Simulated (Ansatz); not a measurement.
Consider the formal exchange of groups at the Se–Si bond: `C[Se][SiH2]N` + `OBO` → `C[Se]B(O)O` + `N[SiH3]`.

Calculated with Ansatz (gas phase, PBE0-D4/def2-TZVP geometries, no zero-point term in ΔE). CCSD(T)/CBS is the MP2 limit (def2-TZVPP, def2-QZVPP) plus CCSD(T) − MP2 in def2-TZVPP, frozen cores. This one scheme is used for every species. DFT in def2-TZVPP. B3LYP here is the variant with VWN-RPA as its local correlation; programs differ in this. For Se outer-core shells are correlated without core-valence functions, which leaves a few kJ/mol of doubt a bond. Scalar relativity is left out up to krypton. One conformer a species, not always the lowest.

Task: Is it downhill or uphill in electronic energy at CCSD(T)/CBS, and by how much? (Estimate.)

Result: Ansatz gave: Uphill: ΔE = +20.9 kJ/mol.

Task: What do these levels give: r2SCAN-D4, PBE0-D4, B3LYP-D4, ωB97X-V, B2PLYP, PBE0, B3LYP, MP2/def2-TZVPP, CCSD/def2-TZVPP, CCSD(T)/def2-TZVPP, MP2/def2-QZVPP, HF/CBS(def2)? (Estimate.)

Result: Computed: r2SCAN-D4 19.4, PBE0-D4 22.0, B3LYP-D4 22.4, ωB97X-V 18.8, B2PLYP 19.8, PBE0 20.8, B3LYP 20.7, MP2/def2-TZVPP 17.7, CCSD/def2-TZVPP 16.0, CCSD(T)/def2-TZVPP 16.0, MP2/def2-QZVPP 20.8, HF/CBS(def2) 18.9 kJ/mol.

Largest T1 diagnostic among the species: 0.013.
